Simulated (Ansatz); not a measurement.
Reaction (formal exchange of groups at the Al–C bond): `N#[C][AlH][OH]` + `CO[SiH3]` → `[OH][AlH][CH2]O[SiH3]` + `C#N`

Program: Ansatz. Geometries: PBE0-D4/def2-TZVP. ΔE: electronic, gas phase. CCSD(T)/CBS is the MP2 limit (def2-TZVPP, def2-QZVPP) plus CCSD(T) − MP2 in def2-TZVPP, frozen cores. This one scheme is used for every species. Functionals use def2-TZVPP. Each species was taken in one conformer, which may not be the lowest.

Q: Is it downhill or uphill in electronic energy at CCSD(T)/CBS, and by how much? (An estimate is asked.)

A: The calculation gave: Uphill: ΔE = +0.91 eV.

Q: What do these levels give: PBE-D4, ωB97M-V, B2PLYP, PBE0, HF/def2-TZVPP, SCS-MP2/def2-TZVPP, CCSD/def2-TZVPP, CCSD(T)/def2-TZVPP, HF/def2-QZVPP, MP2/def2-QZVPP, HF/CBS(def2), CCSD/CBS(def2)? (An estimate is asked.)

A: Ansatz gave: PBE-D4 0.78, ωB97M-V 0.88, B2PLYP 1.00, PBE0 0.89, HF/def2-TZVPP 1.26, SCS-MP2/def2-TZVPP 1.01, CCSD/def2-TZVPP 0.98, CCSD(T)/def2-TZVPP 0.93, HF/def2-QZVPP 1.26, MP2/def2-QZVPP 0.95, HF/CBS(def2) 1.26, CCSD/CBS(def2) 0.95 eV.

Largest T1 diagnostic among the species: 0.014.

In def2-TZVPP, CCSD(T) changes the Hartree–Fock value by −0.32 eV (the triples alone add −0.04 eV) and MP2 by −0.29 eV. The D4 term adds −0.08 eV with B3LYP and −0.05 eV with PBE0; it sums over pairs of atoms, weighted by their polarisabilities, and B3LYP, whose exchange is more repulsive, gets the larger term. From PBE to PBE0 (25 % exact exchange), in def2-TZVPP and without D4, ΔE moves by +0.06 eV.

B3LYP here is the variant with VWN-RPA as its local correlation; programs differ in this.
